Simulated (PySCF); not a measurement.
trimethylboroxine (C₃H₉B₃O₃), singlet, at a GFN2-xTB geometry. Base run: HF/6-31G in PySCF.

The PySCF input:
```python
from pyscf import gto, scf

mol = gto.M(
    atom='''
C    -1.88395612   -2.27603110   -0.19044238
B    -0.87190410   -1.05674841   -0.09615793
O     0.47004841   -1.27270533    0.04483004
B     1.35009723   -0.23070259    0.14235499
C     2.90538755   -0.50419483    0.30298053
O     0.86423434    1.04578587    0.09599612
B    -0.47285194    1.29171753   -0.04663207
C    -1.02286120    2.77925774   -0.11210905
O    -1.32942531    0.23068972   -0.14120135
H    -1.38725937   -3.18978592   -0.50066549
H    -2.69630027   -2.06716824   -0.88002264
H    -2.33445810   -2.46363513    0.78177321
H     3.29289147   -1.03354151   -0.56390256
H     3.10060956   -1.13590232    1.16551924
H     3.46912033    0.41574807    0.41763267
H    -1.89407176    2.90521266    0.52450806
H    -0.26974731    3.50276142    0.18249627
H    -1.33777140    3.02062529   -1.12473696
''',
    basis='6-31g',
    verbose=4,
)

mf = scf.RHF(mol)
mf.kernel()
```

Variants of this job, named by their change:

```tsv
change	ΔE vs base (mEh)	fitting functions	dipole (D)
base	0.000	-	0.08
auxbasis = def2-universal-jkfit	0.142	843	0.08
auxbasis = even-tempered beta=3.0	-2.461	498	0.08
auxbasis = even-tempered beta=1.6	-1.172	1086	0.08
auxbasis = default (with mf = mf.density_fit())	0.357	837	0.08
only_dfj = on; auxbasis = def2-universal-jfit	-0.203	540	0.08
auxbasis = cc-pvtz-jkfit	0.092	981	0.08
auxbasis = def2-svp-ri	-9.178	558	0.08
auxbasis = cc-pvtz-ri	0.019	999	0.08
auxbasis = cc-pvdz-jkfit	0.357	837	0.08
```

A fitting set is made for a task (jfit for Coulomb, jkfit for Coulomb and exchange, ri for correlation) and for a family of orbital bases.
